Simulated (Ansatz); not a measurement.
Consider the ligand exchange at the Si–Se bond: `C[Se][SiH](O)F` + `C[NH][GeH3]` → `C[N]([GeH3])[SiH](O)F` + `C[SeH]`.

Computed with Ansatz on PBE0-D4/def2-TZVP structures; ΔE is electronic, products minus reactants. CCSD(T)/CBS adds triple-zeta CCSD(T) − MP2 to the extrapolated MP2 energy (def2 sets, frozen cores). Functionals use def2-TZVPP. B3LYP here is the variant with VWN-RPA as its local correlation; programs differ in this. For Ge, Se outer-core shells are correlated without core-valence functions, which leaves a few kJ/mol of doubt a bond. Scalar relativity is left out up to krypton. Each species was taken in one conformer, which may not be the lowest.

(1) Is it downhill or uphill in electronic energy at CCSD(T)/CBS, and by how much? (Best estimate.)

(2) What do these levels give: PBE0-D4, B3LYP-D4, ωB97M-V, r2SCAN, HF/def2-TZVPP, HF/def2-QZVPP? (Best estimate.)

Largest T1 diagnostic among the species: 0.012.

## Answers

(1) Ansatz gave: Downhill: ΔE = -20.9 kJ/mol.

(2) The calculation gave: PBE0-D4 -14.0, B3LYP-D4 -21.1, ωB97M-V -22.8, r2SCAN -15.6, HF/def2-TZVPP -26.9, HF/def2-QZVPP -27.8 kJ/mol.

The D4 term adds −3.7 kJ/mol with B3LYP and −2.2 kJ/mol with PBE0; it sums over pairs of atoms, weighted by their polarisabilities, and B3LYP, whose exchange is more repulsive, gets the larger term. From PBE to PBE0 (25 % exact exchange), in def2-TZVPP and without D4, ΔE moves by −5.0 kJ/mol.
